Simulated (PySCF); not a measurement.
Cl3Y (SMILES [Cl][Y]([Cl])[Cl]), singlet, geometry from GFN2-xTB (such geometries of metal compounds can be far from the true shape) (all electrons, no relativity); M06/3-21G in PySCF.

The PySCF input:
```python
from pyscf import gto, scf, dft

mol = gto.M(
    atom='''
Y     0.23273299    0.60598762    0.37640734
Cl    1.71306890   -0.82911873   -0.86829729
Cl   -0.87640660   -1.25795858    1.42317771
Cl   -1.37057916    0.69687040   -1.41840315
''',
    basis='3-21g',
    verbose=4,
)

mf = dft.RKS(mol)
mf.xc = 'm06'
mf.grids.prune = dft.gen_grid.sg1_prune
mf.kernel()
```

The log (banner, timings and long lists left out):

```
PySCF version 2.14.0

[INPUT] verbose = 4
[INPUT] num. atoms = 4
[INPUT] num. electrons = 90
[INPUT] charge = 0
[INPUT] spin (= nelec alpha-beta = 2S) = 0
[INPUT] symmetry False subgroup None
[INPUT] Mole.unit = angstrom
[INPUT] Symbol           X                Y                Z      unit          X                Y                Z       unit  Magmom
[INPUT]  1 Y      0.232732990000   0.605987620000   0.376407340000 AA    0.439801611251   1.145150636677   0.711306783876 Bohr   0.0
[INPUT]  2 Cl     1.713068900000  -0.829118730000  -0.868297290000 AA    3.237231053510  -1.566807324447  -1.640844072802 Bohr   0.0
[INPUT]  3 Cl    -0.876406600000  -1.257958580000   1.423177710000 AA   -1.656168447761  -2.377197192247   2.689416098486 Bohr   0.0
[INPUT]  4 Cl    -1.370579160000   0.696870400000  -1.418403150000 AA   -2.590019244436   1.316894200316  -2.680393487720 Bohr   0.0

nuclear repulsion = 568.709172219927
number of shells = 35
number of NR pGTOs = 162
number of NR cGTOs = 75
basis = 3-21g
ecp = {}

******** <class 'pyscf.dft.rks.RKS'> ********
method = RKS
initial guess = minao
damping factor = 0
level_shift factor = 0
DIIS = <class 'pyscf.scf.diis.CDIIS'>
diis_start_cycle = 1
diis_space = 8
diis_damp = 0
SCF conv_tol = 1e-09
SCF conv_tol_grad = None
SCF max_cycles = 50
direct_scf = True
direct_scf_tol = 1e-13
XC library pyscf.dft.libxc version 7.1.2
    S. Lehtola, C. Steigemann, M. J. T. Oliveira, and M. A. L. Marques,  SoftwareX 7, 1–5 (2018)
XC functionals = m06
    Y. Zhao and D. G. Truhlar,  Theor. Chem. Acc. 120, 215 (2008)
    Y. Zhao and D. G. Truhlar,  Theor. Chem. Acc. 120, 215 (2008)
radial grids:
    Treutler-Ahlrichs [JCP 102, 346 (1995); DOI:10.1063/1.469408] (M4) radial grids

becke partition: Becke, JCP 88, 2547 (1988); DOI:10.1063/1.454033
pruning grids: <function sg1_prune>
grids dens level: 3
symmetrized grids: False
atomic radii adjust function: <function treutler_atomic_radii_adjust>
small_rho_cutoff = 0
Set gradient conv threshold to 3.16228e-05
Initial guess from minao.
Traceback (most recent call last):
  File "input.py", line 17, in <module>
  File "<string>", line 2, in kernel
  File "site-packages/pyscf/scf/hf.py", line 2099, in scf
  File "site-packages/pyscf/scf/hf.py", line 132, in kernel
  File "site-packages/pyscf/dft/rks.py", line 70, in get_veff
  File "site-packages/pyscf/dft/rks.py", line 506, in initialize_grids
  File "site-packages/pyscf/dft/gen_grid.py", line 653, in build
  File "<string>", line 6, in gen_atomic_grids
  File "site-packages/pyscf/dft/gen_grid.py", line 318, in gen_atomic_grids
  File "site-packages/pyscf/dft/gen_grid.py", line 81, in sg1_prune
IndexError: index 39 is out of bounds for axis 0 with size 19
```

The input was rejected before any calculation.
